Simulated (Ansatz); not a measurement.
Consider the hydrogenolysis of the Si–Br bond: `[SiH3][SiH](Cl)Br` + H₂ → `[SiH3][SiH2]Cl` + HBr.

Isolated molecules relaxed with PBE0-D4/def2-TZVP in Ansatz; ΔE leaves out vibrations. CCSD(T)/CBS adds triple-zeta CCSD(T) − MP2 to the extrapolated MP2 energy (def2 sets, frozen cores). This one scheme is used for every species. For Br outer-core shells are correlated without core-valence functions, which leaves a few kJ/mol of doubt a bond. Scalar relativity is left out up to krypton.

| species | MP2/def2-SVP energy (Eh) |
| --- | --- |
| `[SiH3][SiH](Cl)Br` | -3612.11819 |
| H₂ | -1.15525 |
| `[SiH3][SiH2]Cl` | -1040.32131 |
| HBr | -2572.92615 |

Q: Work out ΔE.

A: ΔE = (-1040.32131) + (-2572.92615) − (-3612.11819) − (-1.15525) = 0.02598 Eh = +16.3 kcal/mol. CCSD(T)/CBS gives +18.9 kcal/mol.

Q: What do rigid-rotor, harmonic-oscillator terms from PBE0-D4/def2-TZVP frequencies (298.15 K, 1 bar) make of the CCSD(T)/CBS value? (Estimate.)

A: The calculation gave: ΔZPE = +1.6 kcal/mol, ΔH = +19.7 kcal/mol, ΔS = 24 J/(mol·K), ΔG = +18.0 kcal/mol.

Largest T1 diagnostic among the species: 0.011.

In def2-TZVPP, CCSD(T) changes the Hartree–Fock value by +3.2 kcal/mol (the triples alone add +1.1 kcal/mol) and MP2 by +6.2 kcal/mol. Leaving LDA and LC-ωPBE aside and taking each functional with its dispersion term where it has one, the values, not all of them listed here, spread over 3.0 kcal/mol, from CAM-B3LYP-D4 to revPBE-D4. The D4 term adds +2.6 kcal/mol with B3LYP and +1.4 kcal/mol with PBE0; it sums over pairs of atoms, weighted by their polarisabilities, and B3LYP, whose exchange is more repulsive, gets the larger term.

B3LYP here is the variant with VWN-RPA as its local correlation; programs differ in this.
